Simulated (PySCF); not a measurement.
## Sn (tin, neutral) across methods

[Kr] 4d10 5s1 5p2 5d1, one real determinant (an excited configuration). All numbers are calculated (PySCF 2.14, the spin-free X2C one-electron Hamiltonian (Gaussian nucleus), in aug-cc-pwCVTZ-DK3 (10s9p7d4f1g, 109 functions)).

```csv
method,E (hartree),mean ε 5s α (eV),mean ε 5p α (eV),mean ε 5d α (eV),Σ⟨r²⟩ (bohr²),⟨S²⟩
TPSS,-6175.60,-14.574,-6.979,-0.469,83.75,6.002
LDA,-6169.84,-14.737,-7.021,-0.480,82.92,6.001
r2SCAN,-6175.88,-15.085,-7.318,-0.444,83.81,6.003
BHandHLYP,-6175.85,-17.285,-8.758,-0.911,84.47,6.001
BP86,-6176.59,-14.655,-7.027,-0.628,83.50,6.001
PBE,-6175.45,-14.518,-6.930,-0.516,83.69,6.001
UHF,-6173.18464,-19.872,-10.708,-1.464,85.50,6.003
```

Problem. Estimate the same row for PBE0.

Solution. E (hartree) = -6175.53; mean ε 5s α (eV) = -16.026; mean ε 5p α (eV) = -7.995; mean ε 5d α (eV) = -0.821; Σ⟨r²⟩ (bohr²) = 83.81; ⟨S²⟩ = 6.002.

⟨L²⟩ = 7.92 against 12 for a pure F term, so this real determinant mixes terms. The outer electron is Rydberg-like, and this basis confines it to a smaller radius and binds it less than a complete one would.
